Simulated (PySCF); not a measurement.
**Core-level binding energies of `C=CO[SiH2]C=O`**

C3H6O2Si.
Structure used (GFN2-xTB), in Å, numbered top down from 1:
```xyz
12
C3H6O2Si angstrom
C     -2.5777    0.1433   -0.0240
C     -1.4518   -0.5465   -0.0504
O     -0.2405    0.0526   -0.0328
Si     1.2729   -0.5341   -0.0557
C      2.2632    1.0984   -0.0053
O      3.4662    1.1398   -0.0077
H     -3.5292   -0.3527   -0.0371
H     -2.5722    1.2180    0.0130
H     -1.4356   -1.6290   -0.0863
H      1.5620   -1.3594    1.1171
H      1.5555   -1.2812   -1.2813
H      1.6884    2.0500    0.0277
```

Computed with delta-SCF UKS SCAN, pcX-2 on the ionised atom, pcseg-1 elsewhere, spin-free X2C (PySCF). These are vertical core ionisation energies against the vacuum level, from separate self-consistent calculations with and without the core hole.

**Question.** List the computed XPS lines with their assignment.

**Answer.** 
```json
{"atom(s)": "C1", "bonded to": "C (double bond) and 2 H", "level": "C 1s", "binding energy (eV)": "290.17", "2p1/2 (eV)": "–", "above the level's lowest (eV)": "0.00", "count": "1"}
{"atom(s)": "C2", "bonded to": "O, C (double bond) and H", "level": "C 1s", "binding energy (eV)": "292.53", "2p1/2 (eV)": "–", "above the level's lowest (eV)": "+2.36", "count": "1"}
{"atom(s)": "O3", "bonded to": "C and Si", "level": "O 1s", "binding energy (eV)": "538.94", "2p1/2 (eV)": "–", "above the level's lowest (eV)": "0.00", "count": "1"}
{"atom(s)": "Si4", "bonded to": "O, C and 2 H", "level": "Si 2p3/2", "binding energy (eV)": "107.65", "2p1/2 (eV)": "108.28", "above the level's lowest (eV)": "0.00", "count": "1"}
{"atom(s)": "Si4", "bonded to": "O, C and 2 H", "level": "Si 1s", "binding energy (eV)": "1847.48", "2p1/2 (eV)": "–", "above the level's lowest (eV)": "0.00", "count": "1"}
```

Lowest listed C 1s: C1, bonded to C (double bond) and 2 H. Highest, 2.36 eV above it: C2, bonded to O, C (double bond) and H.

**Question.** Which photon energy gives electrons from C 1s of C2 a kinetic energy of 20 eV, and what is their de Broglie wavelength?

**Answer.** hν = 292.53 + 20 = 312.53 eV, recoil neglected; λ = 12.264 Å/√(E/eV) = 2.74 Å.

The list is incomplete; no value stands for C 1s of C5 or O 1s of O6 (hole states with ⟨S²⟩ of 1 or more are left out). For 2p shells one spin-free hole was relaxed; a mean-field spin–orbit operator and the ground-state splitting of the three 2p orbitals were then diagonalised within the shell. The shell's mean is (2 × 2p3/2 + 2p1/2)/3, and the degeneracies 2j + 1 give areas of 2:1. 2p1/2 minus 2p3/2 (ligand field included): Si 0.63 eV. Isolated species at its GFN2-xTB geometry (one conformer only).
